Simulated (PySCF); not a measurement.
# `C(#C)[Si@H](O)OC`, C$_{3}$H$_{6}$O$_{2}$Si

Molfile (atoms numbered from 1):
```
C3H6O2Si
     RDKit          3D

 12 11  0  0  0  0  0  0  0  0999 V2000
    2.1798    1.2604   -0.9454 C   0  0  0  0  0  0  0  0  0  0  0  0
    1.5099    0.4224   -0.3696 C   0  0  0  0  0  0  0  0  0  0  0  0
    0.4920   -0.8374    0.5071 Si  0  0  2  0  0  4  0  0  0  0  0  0
    0.7700   -2.3492   -0.0850 O   0  0  0  0  0  0  0  0  0  0  0  0
   -1.0961   -0.4512    0.2633 O   0  0  0  0  0  0  0  0  0  0  0  0
   -1.6736    0.8232    0.3275 C   0  0  0  0  0  0  0  0  0  0  0  0
    2.7776    1.9973   -1.4527 H   0  0  0  0  0  0  0  0  0  0  0  0
    0.8609   -0.8831    1.9407 H   0  0  0  0  0  0  0  0  0  0  0  0
    0.6307   -2.4724   -1.0287 H   0  0  0  0  0  0  0  0  0  0  0  0
   -2.6689    0.7841   -0.1403 H   0  0  0  0  0  0  0  0  0  0  0  0
   -1.8017    1.1599    1.3718 H   0  0  0  0  0  0  0  0  0  0  0  0
   -1.0703    1.5793   -0.2065 H   0  0  0  0  0  0  0  0  0  0  0  0
  1  2  3  0
  2  3  1  0
  3  4  1  0
  3  5  1  0
  5  6  1  0
  1  7  1  0
  3  8  1  1
  4  9  1  0
  6 10  1  0
  6 11  1  0
  6 12  1  0
M  END
```

The calculation used GIAO PBE/pcSseg-1 magnetisability, rotational g tensor and spin-rotation constants, non-relativistic, gas phase in PySCF 2.14.0. Geometry: PBE0-D3(BJ)/def2-SVP.

Question: Give the nuclear spin-rotation constants along the inertial axes (H = +C I·J) beside the isotropic shieldings.

Answer: Rotational constants 3.1611, 2.6235, 1.5599 GHz. A star marks the isotopologue with that one atom substituted, in its own axes.
```csv
atom,isotope,Caa (kHz),Cbb (kHz),Ccc (kHz),mean (kHz),σ (ppm)
H7,1H,-0.089,-0.176,-0.165,-0.144,29.1
H8,1H,-0.280,-0.214,0.072,-0.141,26.5
H9,1H,-0.422,-0.303,0.036,-0.230,29.3
H10,1H,-0.040,-0.272,-0.044,-0.119,27.4
H11,1H,-0.239,-0.267,0.048,-0.153,27.5
H12,1H,0.003,-0.123,-0.150,-0.090,27.3
C1,13C*,0.490,0.738,0.567,0.598,84.0
C2,13C*,0.439,0.683,0.567,0.563,95.2
Si3,29Si*,-1.908,-1.508,-0.928,-1.448,384.4
O4,17O*,-0.282,-0.281,-0.187,-0.250,267.3
O5,17O*,-0.215,-0.355,-0.096,-0.222,288.7
C6,13C*,0.717,0.387,0.360,0.488,127.3
```
For the geometry as given, no vibrational averaging.

Question: How do the rotational constants and the g tensor change when H7, H8, H9, H10, H11, H12 are replaced by deuterium?

Answer: Constants 2.7206, 2.2784, 1.3832 GHz; g -0.0188, -0.0082, -0.0098, against -0.0219, -0.0093, -0.0109 before.
